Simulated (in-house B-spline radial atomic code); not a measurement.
Atomic self-consistent-field run: Pr2+ (an excited or competing configuration). Method: scalar-relativistic (X2C) LC-wPBE, spin-polarised, spherical fractional occupations, exact exchange averaged over the configuration, Fermi nucleus of rms radius 4.8919 fm. Calculated with an all-electron radial atomic-structure program (B-spline basis).

Command:
```bash
python run_scf.py task.json out
```
Settings (nuclear radius in fm, mass in u):
```
Z                59
configuration    [Kr] 4d9 4f3 5s2 5p6 6p1
hamiltonian      x2c
method           lc_wpbe
spin_polarised   True
nucleus          fermi
rms_radius       4.8919
atomic_mass      140.90766
speed_of_light   137.035999084
exact_exchange   averaged over the configuration
```

Output (hartree, bohr):
```
 radial grid: 81 intervals, B-splines of order 8, outer radius 60 bohr

 iter        energy (Eh)    residual
    1       -9213.457579    5.37e-01
    2       -9221.311131    5.79e-01
    3       -9230.764636    1.38e-01
    4       -9231.243825    4.61e-02
    5       -9231.284772    1.02e-02
    6       -9231.288041    5.08e-03
    7       -9231.288614    4.46e-04
    8       -9231.288624    2.31e-04
    9       -9231.288625    1.18e-05
   10       -9231.288625    2.14e-06
   11       -9231.288625    1.38e-07

 total energy                     -9231.28862
 kinetic                            9932.8459
 electron-nucleus                 -22480.7875
 Hartree                            3533.2405
 exact exchange                      -11.6424
 exchange-correlation               -204.9451

 orbital      occ     eigenvalue          <r>       <r^2>       <1/r>       r_max
 1s up      1.000     -1534.4238    0.0234237 0.000755708     68.7193     0.01461
 1s down    1.000     -1534.4233    0.0234237 0.000755707     68.7194     0.01461
 2s up      1.000      -247.9591     0.102442   0.0124465     15.7639     0.08713
 2s down    1.000      -247.9408     0.102439   0.0124458     15.7646     0.08712
 2p up      3.000      -222.2686    0.0901721  0.00994037     14.2093     0.06988
 2p down    3.000      -222.2544    0.0901682   0.0099395     14.2099     0.06988
 3s up      1.000       -54.4912     0.271942   0.0846394     5.62741      0.2492
 3s down    1.000       -54.4514     0.271808   0.0845489      5.6303      0.2491
 3p up      3.000       -46.3248      0.26996   0.0845762     5.17966      0.2438
 3p down    3.000       -46.2838     0.269795   0.0844641     5.18253      0.2437
 3d up      5.000       -34.7333     0.247424   0.0721353     4.87766      0.2005
 3d down    5.000       -34.6933     0.247249   0.0720167     4.88009      0.2005
 4s up      1.000       -11.8225     0.620813    0.434849     2.31989      0.5789
 4s down    1.000       -11.6836     0.620699    0.434742     2.32024      0.5786
 4p up      3.000        -9.1373     0.656214    0.489485      2.1087      0.6035
 4p down    3.000        -8.9959      0.65623    0.489626     2.10862      0.6032
 4d up      5.000        -5.2532     0.720467    0.601594     1.83817      0.6336
 4d down    4.000        -5.1111     0.721257    0.603361     1.83686      0.6331
 4f up      3.000        -1.1328     0.972021     1.19841     1.32425      0.6689
 5s up      1.000        -2.4210      1.46648     2.41237    0.911971       1.331
 5s down    1.000        -2.3599      1.48414      2.4707    0.897861       1.343
 5p up      3.000        -1.6844      1.66207     3.11487    0.789007       1.483
 5p down    3.000        -1.6377      1.68532     3.20129    0.774967       1.501
 6p up      1.000        -0.5179      4.28037     20.2787    0.290699       3.958
```

Time taken, with all properties: 3.6 s on 1 thread of Arm Neoverse V1, with other jobs on the host.

One-electron X2C: radii and densities carry no picture-change correction, so inner-shell <1/r> comes out high (for 1s by about 2 % at Z = 33, 5 % at 54, 10 % at 75, 30 % at 118) and <r> low.
